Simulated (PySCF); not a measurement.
A species of formula C4H8BP has this rotational fingerprint, computed with PBE0-D3(BJ)/def2-SVP geometry optimisation, gas phase in PySCF 2.14.0:

```
Rotational constants : A = 7485, B = 1101, C = 966.2 MHz
Dipole components    : |μa| = 1.84 D, |μb| = 0.28 D, |μc| = 0.77 D
Inertial defect      : -3.53 u·Å²
κ                    : -0.96
```

**Question.** Which structure is it? (One computed conformer of each.)
A. `[CH:1]#[C:2]/[CH:3]=[CH:4]\[BH2-:5][PH3+:6]` with C3–C4–B5–P6 -69°
B. `[CH2:1]=[CH:2]/[CH:3]=[CH:4]/[BH:5][PH2:6]` with C1–C2–C3–C4 179°, C3–C4–B5–P6 -9°, C4–B5–P6–H -145° and -45°

**Answer.** B. It is C=C/C=C/BP, a near-prolate asymmetric top. The candidates at the same level (rigid rotor, commonest isotopes):

```json
{"SMILES": "C#C/C=C\\[BH2-][PH3+]", "A (MHz)": "3955", "B (MHz)": "1911", "C (MHz)": "1444", "μa (D)": "2.13", "μb (D)": "2.59", "μc (D)": "2.21", "Δ (u·Å²)": "-42.35", "point group": "C1", "rotor": "asymmetric top"}
{"SMILES": "C=C/C=C/BP", "A (MHz)": "7485", "B (MHz)": "1101", "C (MHz)": "966.2", "μa (D)": "1.84", "μb (D)": "0.28", "μc (D)": "0.77", "Δ (u·Å²)": "-3.53", "point group": "–", "rotor": "near-prolate asymmetric top"}
```

`C#C/C=C\[BH2-][PH3+]` has B 74 % too high. No structure here is proved a minimum.
